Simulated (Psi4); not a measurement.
C6H14O, triplet, at the geometry of the source list (a higher spin typed on purpose: for a closed-shell molecule this is an excited state). Base run: PBE/STO-3G (Psi4 1.11).

Psi4 was given this input:
```
memory 2 GB

molecule {
0 3
C    -2.32030000    0.60020000   -0.72850000
C    -1.14260000    0.37950000    0.22030000
C    -1.48140000   -0.71220000    1.22970000
C     0.11510000    0.03470000   -0.58570000
C     1.41690000    0.05060000    0.22420000
C     2.62720000    0.22880000   -0.69520000
O     1.51230000   -1.16480000    0.94200000
H    -3.21580000    0.86020000   -0.16780000
H    -2.52400000   -0.30530000   -1.29680000
H    -2.11050000    1.40600000   -1.42960000
H    -0.95840000    1.31460000    0.76310000
H    -2.36280000   -0.43760000    1.80840000
H    -1.68420000   -1.65070000    0.71550000
H    -0.65120000   -0.87550000    1.91070000
H     0.21470000    0.75480000   -1.40040000
H     0.00430000   -0.96030000   -1.02020000
H     1.38900000    0.89310000    0.93770000
H     2.58180000    1.18790000   -1.20400000
H     3.55240000    0.18910000   -0.12020000
H     2.64850000   -0.56550000   -1.43870000
H     2.38910000   -1.22780000    1.33530000
}

set {
  basis sto-3g
  reference uks
}

energy('pbe')
print_variables()
```

Variants of this job, named by their change:

| change | ΔE vs base (µEh) | SCF cycles | grid points | basis functions |
|---|---|---|---|---|
| base | 0.0 | 11 | 438961 | 49 |
| d_convergence = 1e-10 | 0.0 | 19 | 438961 | 49 |
| dft_radial_scheme = becke | -0.4 | 11 | 388305 | 49 |
| dft_radial_scheme = mura | -0.6 | 11 | 447448 | 49 |
| dft_nuclear_scheme = stratmann | -8.8 | 11 | 404717 | 49 |
| dft_radial_points = 99 | -0.3 | 11 | 576516 | 49 |
| d_convergence = 1e-4 | 0.1 | 9 | 438961 | 49 |
| basis_guess = sto-3g | 0.0 | 1 | 438961 | 49 |
| scf_type = pk | 2352 | 11 | 438961 | 49 |
| dft_spherical_points = 434 | -0.5 | 11 | 630457 | 49 |
| dft_spherical_points = 974 | -2.9 | 11 | 1412318 | 49 |
| scf_type = disk_df | 0.0 | 11 | 438961 | 49 |
| cholesky_tolerance = 1e-3 (with scf_type cd) | -2836 | 10 | 438961 | 49 |

Open shells are given as the SCF converged; they aren't shown to be the lowest states, and a large step between rows can be another state.
